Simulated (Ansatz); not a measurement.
Isolated molecules relaxed with PBE0-D4/def2-TZVP in Ansatz; ΔE leaves out vibrations. CCSD(T)/CBS is the MP2 limit (def2-TZVPP, def2-QZVPP) plus CCSD(T) − MP2 in def2-TZVPP, frozen cores. DFT in def2-TZVPP. B3LYP here is the variant with VWN-RPA as its local correlation; programs differ in this. HSE06 is defined as in plane-wave codes. Elements past krypton have def2 core potentials. For As, In outer-core shells are correlated without core-valence functions, which leaves a few kJ/mol of doubt a bond. Scalar relativity is left out up to krypton. Each species was taken in one conformer, which may not be the lowest.

Reaction (ligand exchange at the In–N bond): `CC[N](C)[InH2]` + `[AsH3]` → `[AsH2][InH2]` + `CCNC`

| level | ΔE (kJ/mol) | difference from CCSD(T)/CBS |
| --- | --- | --- |
| LDA (SPW92) | -46.8 | 2.4 |
| PBE-D4 | -56.0 | -6.8 |
| revPBE-D4 | -53.1 | -3.9 |
| BLYP-D4 | -48.4 | 0.8 |
| r2SCAN-D4 | -56.8 | -7.6 |
| B97M-V | -48.8 | 0.4 |
| PBE0-D4 | -64.9 | -15.7 |
| B3LYP-D4 | -56.8 | -7.6 |
| r2SCANh-D4 | -60.4 | -11.2 |
| r2SCAN0-D4 | -65.5 | -16.3 |
| HSE06-D4 | -65.4 | -16.2 |
| BHLYP-D4 | -65.3 | -16.1 |
| CAM-B3LYP-D4 | -55.3 | -6.1 |
| ωB97X-V | -56.8 | -7.6 |
| ωB97M-V | -58.8 | -9.6 |
| PBE | -62.2 | -13.0 |
| revPBE | -68.4 | -19.2 |
| BLYP | -61.5 | -12.3 |
| r2SCAN | -58.5 | -9.3 |
| PBE0 | -70.3 | -21.1 |
| B3LYP | -66.8 | -17.6 |
| r2SCANh | -62.3 | -13.1 |
| r2SCAN0 | -67.5 | -18.3 |
| HSE06 | -70.6 | -21.4 |
| BHLYP | -72.6 | -23.4 |
| CAM-B3LYP | -61.0 | -11.8 |
| RPA@PBE/def2-TZVPP | -41.6 | 7.6 |
| MP2/def2-SVP | -47.6 | 1.6 |
| CCSD/def2-SVP | -51.6 | -2.4 |
| CCSD(T)/def2-SVP | -46.2 | 3.0 |
| HF/def2-TZVPP | -83.8 | -34.6 |
| MP2/def2-TZVPP | -48.5 | 0.7 |
| SCS-MP2/def2-TZVPP | -50.0 | -0.8 |
| CCSD/def2-TZVPP | -54.5 | -5.3 |
| CCSD(T)/def2-TZVPP | -48.5 | 0.7 |
| HF/def2-QZVPP | -82.5 | -33.3 |
| SCS-MP2/def2-QZVPP | -49.9 | -0.7 |
| HF/CBS(def2) | -82.4 | -33.2 |
| MP2/CBS(def2) | -49.2 | 0.0 |
| CCSD/CBS(def2) | -55.1 | -5.9 |
| CCSD(T)/CBS | -49.2 | 0 |

Largest T1 diagnostic among the species: 0.016.

In def2-TZVPP, CCSD(T) changes the Hartree–Fock value by +35.2 kJ/mol (the triples alone add +5.9 kJ/mol) and MP2 by +35.2 kJ/mol. From r2SCAN to r2SCAN0 (25 % exact exchange), in def2-TZVPP and without D4, ΔE moves by −9.0 kJ/mol.
